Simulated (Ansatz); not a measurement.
Ansatz (a first-principles code) input:

Ansatz 0.2 input:
```yaml
crystal:
  periodic: [false, false, false]
  atoms:
    - {symbol: B, position_ang: [-0.22499688, -0.01005670, -1.34691142]}
    - {symbol: H, position_ang: [-0.33436384, 1.04036341, -1.88677077]}
    - {symbol: H, position_ang: [-0.29447598, -1.06847070, -1.87768832]}
    - {symbol: C, position_ang: [0.01701803, 0.00076066, 0.10187596]}
    - {symbol: O, position_ang: [0.20646451, 0.00922835, 1.23597005]}
basis:
  gaussian:
    orbitals: def2-TZVP
hamiltonian:
  xc: b3lyp
  dispersion: d3bj
magnetization: {spin_polarized: true, initial_magnetization: 1}
phonons: {temperatures: {t_min: 298.15, t_max: 298.15, t_step: 100}}
```

Predict the final energy.

-139.40573 Eh (B3LYP-D3(BJ)/def2-TZVP). The basis has 105 functions.

It need not be the lowest isomer of its formula.
